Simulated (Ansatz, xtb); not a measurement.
**Relative energy of two isomers of C3H8SSi2**

Structure X: `C#CC[SiH2]S[SiH3]`, a singlet. Structure Y: `CC#C[SiH2]S[SiH3]`, a singlet. Both are isolated molecules in the gas phase, relaxed with PBE0-D3(BJ)/def2-SVP; the shapes shown needn't be the lowest conformers.

X (Å):

```csv
atom,x (Å),y (Å),z (Å)
C,0.9718,-0.6366,2.4224
C,0.7453,0.1794,1.5550
C,0.4144,1.1176,0.5021
S,-0.8961,-1.2485,-1.4801
Si,-1.1613,0.5925,-0.4146
Si,-0.9638,-2.7225,0.0967
H,1.1880,-1.3508,3.1947
H,0.2530,2.1299,0.9136
H,1.2337,1.1907,-0.2329
H,-2.2808,0.4851,0.5651
H,-1.4708,1.6098,-1.4605
H,-1.6361,-3.9150,-0.4971
H,-1.7630,-2.2092,1.2461
H,0.4003,-3.1160,0.5467
```

Y (Å):

```yaml
atoms:
  - { symbol: C, position_ang: [0.6923, 0.6267, -1.8090] }
  - { symbol: C, position_ang: [0.1796, -0.2568, -0.7806] }
  - { symbol: C, position_ang: [-0.2485, -1.0002, 0.0865] }
  - { symbol: S, position_ang: [-0.6884, -1.0029, 3.3220] }
  - { symbol: Si, position_ang: [-0.9123, -2.0236, 1.4397] }
  - { symbol: Si, position_ang: [-1.3890, 0.9373, 2.7062] }
  - { symbol: H, position_ang: [0.0821, 0.5650, -2.7235] }
  - { symbol: H, position_ang: [1.7291, 0.3650, -2.0714] }
  - { symbol: H, position_ang: [0.6834, 1.6724, -1.4639] }
  - { symbol: H, position_ang: [-0.1591, -3.3009, 1.5714] }
  - { symbol: H, position_ang: [-2.3520, -2.3054, 1.1697] }
  - { symbol: H, position_ang: [-0.3416, 1.6992, 1.9666] }
  - { symbol: H, position_ang: [-2.6023, 0.8067, 1.8448] }
  - { symbol: H, position_ang: [-1.7343, 1.6622, 3.9625] }
```

**Question.** Estimate E(Y) − E(X) at the level CCSD(T)/def2-SVP + ΔMP2/def2-TZVPP.

**Answer.** Calculated at CCSD(T)/def2-SVP + ΔMP2/def2-TZVPP: E(Y) − E(X) = −10.7 kcal/mol, so structure Y lies lower.

Level by level:

```tsv
level	geometry	E(Y) − E(X) (kcal/mol)	departure from the last row (kcal/mol)	job, with rough time for the two
GFN2-xTB	GFN2-xTB	−8.9	+1.8	optimisation, 0.53 s
HF/STO-3G	GFN2-xTB	−13.2	−2.5	single point, 0.38 s
r2SCAN-D4/def2-SVP	GFN2-xTB	−11.0	−0.3	single point, 3.4 s
PBE0-D3(BJ)/def2-SVP	PBE0-D3(BJ)/def2-SVP	−9.9	+0.8	optimisation, 92 s
HF/def2-SVP	PBE0-D3(BJ)/def2-SVP	−12.4	−1.8	part of the CCSD(T) run
MP2/def2-SVP	PBE0-D3(BJ)/def2-SVP	−10.7	−0.1	part of the CCSD(T) run
CCSD(T)/def2-SVP	PBE0-D3(BJ)/def2-SVP	−10.5	+0.1	single point
CCSD(T)/def2-SVP + ΔMP2/def2-TZVPP	PBE0-D3(BJ)/def2-SVP	−10.7		single point, 42 s
```

As drawn, both hold the same kinds of bond in the same numbers. Structure X has 0 methyl groups, Y 1.

None of the levels shown reverses the order. The largest departure from CCSD(T)/def2-SVP + ΔMP2/def2-TZVPP is that of HF/STO-3G, 2.5 kcal/mol. A small imaginary or near-zero mode remains, so no thermal terms are given. The last row adds to CCSD(T) the change of the MP2 difference between the two basis sets, here −0.1 kcal/mol.

The correlated steps freeze 18 core orbitals. Run with Ansatz 0.2.0, xtb 6.7.1; the last row on 4 threads of Arm Neoverse V1 on a shared host.
